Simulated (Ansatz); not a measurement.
Cost and result for the atomization energy of C₂H₃ClFGeN (`[CH3][Ge]([F])([Cl])[C]#N`) (9 atoms, 8 bonds).

```csv
atom,x (Å),y (Å),z (Å)
C1,-0.402,0.467,-1.210
Ge2,-0.266,-0.283,0.549
F3,-0.861,-1.900,0.560
Cl4,-1.369,0.788,2.013
C5,1.539,-0.424,1.187
N6,2.640,-0.470,1.521
H7,-1.448,0.484,-1.512
H8,0.173,-0.146,-1.905
H9,-0.006,1.483,-1.204
```

The species carries charge 0 and has multiplicity 1. Correlated methods include outer-core shells of Ge, which these sets cover unevenly. Scalar relativity is left out up to krypton. Geometry: relaxed with PBE0-D4/def2-TZVP. Program: Ansatz. All runs use 4 threads of an Arm Neoverse V2 on a shared host. Times are those of one run each, without the atoms' runs, and a repeat can differ threefold. Electronic energies, without spin–orbit coupling; frozen cores. CCSD(T)/CBS adds CCSD(T) − MP2 in def2-TZVPP to the MP2 limit, and its time is that of the two runs behind it. T1 = 0.012. With those shells the extrapolation isn't a true limit. HSE06 is the plane-wave form, built on full-range PBE exchange.

CCSD(T)/CBS is a level of theory with its own doubt, some kJ/mol a heavy atom from the limit and from the frozen cores, so smaller differences don't rank the functionals.

```
                          level  functions  wall time
         LDA (SPW92)/def2-TZVPP        256      1.4 s
             BLYP-D4/def2-TZVPP        256      2.4 s
PBE-D4/def2-TZVPP (with forces)        256      2.9 s
             PBE0-D4/def2-TZVPP        256      4.2 s
            BHLYP-D4/def2-TZVPP        256      4.3 s
            HSE06-D4/def2-TZVPP        256      4.7 s
          r2SCANh-D4/def2-TZVPP        256      7.5 s
            PBE-QIDH/def2-TZVPP        256        8 s
              B97M-V/def2-TZVPP        256       10 s
               CCSD(T)/def2-SVP        121       13 s
                 MP2/def2-QZVPP        477       30 s
             CCSD(T)/def2-TZVPP        256    5.7 min
              CCSD(T)/CBS(def2)          –    6.2 min
```

Problem. What atomization energy does each give, and how far from CCSD(T)/CBS? (An estimate is asked.)

Solution. The calculation gave: 
```json
{"level": "LDA (SPW92)/def2-TZVPP", "atomization (kcal/mol)": "988.0", "difference from CCSD(T)/CBS": "132.0", "per bond": "16.5"}
{"level": "BLYP-D4/def2-TZVPP", "atomization (kcal/mol)": "855.6", "difference from CCSD(T)/CBS": "-0.4", "per bond": "0.0"}
{"level": "PBE-D4/def2-TZVPP (with forces)", "atomization (kcal/mol)": "880.2", "difference from CCSD(T)/CBS": "24.2", "per bond": "3.0"}
{"level": "PBE0-D4/def2-TZVPP", "atomization (kcal/mol)": "855.4", "difference from CCSD(T)/CBS": "-0.6", "per bond": "-0.1"}
{"level": "BHLYP-D4/def2-TZVPP", "atomization (kcal/mol)": "816.1", "difference from CCSD(T)/CBS": "-39.9", "per bond": "-5.0"}
{"level": "HSE06-D4/def2-TZVPP", "atomization (kcal/mol)": "856.0", "difference from CCSD(T)/CBS": "0.0", "per bond": "0.0"}
{"level": "r2SCANh-D4/def2-TZVPP", "atomization (kcal/mol)": "846.9", "difference from CCSD(T)/CBS": "-9.1", "per bond": "-1.1"}
{"level": "PBE-QIDH/def2-TZVPP", "atomization (kcal/mol)": "851.4", "difference from CCSD(T)/CBS": "-4.6", "per bond": "-0.6"}
{"level": "B97M-V/def2-TZVPP", "atomization (kcal/mol)": "859.0", "difference from CCSD(T)/CBS": "3.0", "per bond": "0.4"}
{"level": "CCSD(T)/def2-SVP", "atomization (kcal/mol)": "803.2", "difference from CCSD(T)/CBS": "-52.8", "per bond": "-6.6"}
{"level": "MP2/def2-QZVPP", "atomization (kcal/mol)": "876.4", "difference from CCSD(T)/CBS": "20.4", "per bond": "2.6"}
{"level": "CCSD(T)/def2-TZVPP", "atomization (kcal/mol)": "834.8", "difference from CCSD(T)/CBS": "-21.2", "per bond": "-2.7"}
{"level": "CCSD(T)/CBS(def2)", "atomization (kcal/mol)": "856.0", "difference from CCSD(T)/CBS": "0.0", "per bond": "0.0"}
```

From PBE to PBE0 (25 % exact exchange), in def2-TZVPP and without D4, the atomization energy moves by −24.0 kcal/mol: exact exchange takes away binding that semilocal exchange gives to molecules. Leaving LDA and LC-ωPBE aside and taking each functional with its dispersion term where it has one, the values spread over 64.1 kcal/mol, from BHLYP-D4 to PBE-D4. LDA lies +113.1 kcal/mol from PBE without D4, its usual overbinding. The D4 term adds +8.6 kcal/mol with B3LYP and +4.6 kcal/mol with PBE0; it sums over pairs of atoms, weighted by their polarisabilities, and B3LYP, whose exchange is more repulsive, gets the larger term.

B3LYP here is the variant with VWN-RPA as its local correlation; programs differ in this.

For some Ge, Se and Sn compounds the MP2-based and the directly extrapolated limit differ by 10 to 25 kJ/mol.
